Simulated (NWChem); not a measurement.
System: SiH cation, singlet

The following NWChem deck was run.

```
start job
memory heap 200 mb stack 900 mb global 1100 mb
charge 1
geometry units angstroms noautoz
  Si     0.000000     0.000000    -0.108545
  H      0.000000     0.000000     1.409912
end
basis spherical
  * library def2-svp
end
dft
  xc n12
  iterations 150
  mulliken
end
task dft energy
```

Low-valent species are run as closed-shell singlets; no triplet was tried in these runs. The geometry was optimised at PBE0-D3(BJ)/def2-TZVP.

Q: Predict the main results of this run. (N12/def2-SVP.) Quantities: energy (Ha); highest occupied level (eV); orbital gap (eV).

A: 
- energy (Ha): -289.57
- highest occupied level (eV): -14.16
- orbital gap (eV): 2.73
